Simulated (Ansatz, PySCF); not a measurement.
The Ansatz (an electronic-structure program) input:
Ansatz 0.2 input:
```yaml
crystal:
  periodic: [false, false, false]
  atoms:
    - {symbol: F, position_ang: [-1.94047091, -1.04246775, -0.07111409]}
    - {symbol: C, position_ang: [-1.27115926, 0.02973402, 0.32225778]}
    - {symbol: F, position_ang: [-1.89743270, 1.11662875, -0.10056321]}
    - {symbol: I, position_ang: [0.79562430, -0.01595949, -0.00732926]}
basis:
  gaussian:
    orbitals: 6-311G__.json
hamiltonian:
  xc: revpbe
magnetization: {spin_polarized: true, initial_magnetization: 1}
accuracy: high
```
The basis file holds 6-311G** in the JSON format of the Basis Set Exchange.

Give the equivalent PySCF input.

Several could match; the one computed here: 
```python
from pyscf import gto, scf, dft

mol = gto.M(
    atom='''
F    -1.940471   -1.042468   -0.071114
C    -1.271159    0.029734    0.322258
F    -1.897433    1.116629   -0.100563
I     0.795624   -0.015959   -0.007329
''',
    basis='6-311g**',
    charge=0,
    spin=1,
    verbose=4,
)

mf = dft.UKS(mol)
mf.xc = 'revpbe'
mf.grids.atom_grid = (99, 590)
mf.grids.prune = None
mf.kernel()
```

Both were run: Ansatz gave -7156.849836 Eh and PySCF -7156.849834 Eh, 0.002 mEh apart.
